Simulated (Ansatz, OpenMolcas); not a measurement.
How methods differ on CH4ClGeO (SMILES [CH3][Ge]([OH])[Cl])

CH4ClGeO has 8 atoms, charge 0, and is taken as a doublet. As SMILES, `[CH3][Ge]([OH])[Cl]`. The coordinates come from a PBE0-D4/def2-TZVP relaxation. This is one conformer, not always the lowest.

```xyz
8

C     0.0700    1.2351   -0.0459
Ge   -0.6615   -0.5535    0.2727
O     0.7146   -1.5046    0.8800
Cl   -1.2471   -1.4321   -1.6394
H     0.4195    1.6524    0.8981
H     0.9069    1.1226   -0.7376
H    -0.6948    1.8762   -0.4809
H     0.5846   -2.4532    0.7971
```

Quantity: the energy change with the Ge2–O3 bond stretched from 1.780 to 2.313 Å, in eV. The values are calculated.

| level | kind | program | value (eV) | less CCSD(T)/6-31G* | CPU time (all runs) |
| --- | --- | --- | --- | --- | --- |
| UHF/6-31G* (spherical functions) | Hartree–Fock | Ansatz | 1.68 | +0.20 | 15 s |
| UBLYP/6-31G* (spherical functions) | GGA | OpenMolcas | 1.03 | -0.45 | 1.8 min |
| UTPSS/6-31G* (spherical functions) | meta-GGA | OpenMolcas | 1.25 | -0.23 | 2.5 min |
| UB3LYP/6-31G* (Cartesian functions) | global hybrid | Ansatz | 1.30 | -0.18 | 37 s |
| U-wB97M-V/6-31G* (spherical functions) | range-separated hybrid | Ansatz | 1.56 | +0.08 | 5.3 min |
| UCAM-B3LYP/6-31G* (spherical functions) | range-separated hybrid | Ansatz | 1.53 | +0.05 | 45 s |
| UHSE06/6-31G* (spherical functions) | range-separated hybrid | Ansatz | 1.47 | -0.01 | 37 s |
| UB2PLYP/6-31G* (spherical functions) | double hybrid | Ansatz | 1.47 | -0.01 | 50 s |
| RPA@PBE0/6-31G* (spherical functions) | RPA | Ansatz | 1.40 | -0.08 | 57 s |
| ROCCSD(T)/6-31G* (spherical functions) | coupled cluster or CI | OpenMolcas | 1.48 | 0.00 | 3.9 min |

Differences are taken from ROCCSD(T)/6-31G* (spherical functions) for orientation; it has basis-set and higher-order errors of its own. All-electron rows without a relativistic Hamiltonian named are non-relativistic. The first shape isn't each level's own minimum. The values span 1.03 to 1.68 eV. Spin contamination of the reference (⟨S²⟩ at least 0.1 too high) touches UHF/6-31G* (up to 0.20 too high). In the correlated wave-function rows the outer d shell of Ge is correlated, in sets not made for it. CPU times are rough (shared hosts, several kinds of processor and program).
